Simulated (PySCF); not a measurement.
Several compounds and their computed core spectra got separated.

Method: delta-SCF UKS SCAN, pcX-2 on the ionised atom, pcseg-1 elsewhere, spin-free X2C (PySCF 2.14.0). Geometries: PBE0-D3(BJ)/def2-SVP; isolated species, one conformer each.

Line lists (1s up to Mg, 2p3/2 beyond; areas count atoms within a level, one atom standing for each set equivalent by bonding):
1. C 1s: 290.07 (area 2), 292.09 (area 1), 292.41 (area 1), 295.34 (area 1) eV; O 1s: 538.37 eV; F 1s: 693.10 eV; Si 2p3/2: 106.55 eV
2. C 1s: 290.17 (area 1), 290.19 (area 1), 290.19 (area 1), 290.58 (area 1), 290.74 (area 1) eV; O 1s: 537.47 eV; Si 2p3/2: 107.00 (area 1), 107.11 (area 1) eV
3. N 1s: 404.82 eV; O 1s: 538.29 eV; Si 2p3/2: 107.24 eV; P 2p3/2: 136.17 eV

Structures:
A. `N[Si@@H](O)P`
B. `COC1(C(F)F)C[SiH2]C1`
C. `C=CC[C@H]1C[SiH2]O[SiH2]1`

Match each list to its structure.

- 1 = B: no other candidate has this set of levels. C 1s: 290.07 sp3 carbon bound to silicon (×2), 292.09 methoxy carbon, 292.41 sp3 carbon bound to oxygen, 295.34 CHF2 carbon; O 1s: 538.37 ether oxygen; F 1s: 693.10 fluorine of a CF2 group (×2); Si 2p3/2: 106.55 SiH2 silicon.
- 2 = C: no other candidate has this set of levels. C 1s: 290.17 terminal =CH2 carbon, 290.19 sp3 carbon bound to silicon, 290.19 sp3 carbon bound to silicon, 290.58 alkene CH carbon, 290.74 allylic carbon; O 1s: 537.47 siloxane oxygen; Si 2p3/2: 107.00 oxygen-bound silicon, 107.11 oxygen-bound silicon.
- 3 = A: no other candidate has this set of levels. N 1s: 404.82 silicon-bound nitrogen; O 1s: 538.29 silanol oxygen; Si 2p3/2: 107.24 oxygen-bound silicon; P 2p3/2: 136.17 three-coordinate phosphorus.

Spin–orbit and ligand-field terms were added within each 2p shell after the spin-free SCF.
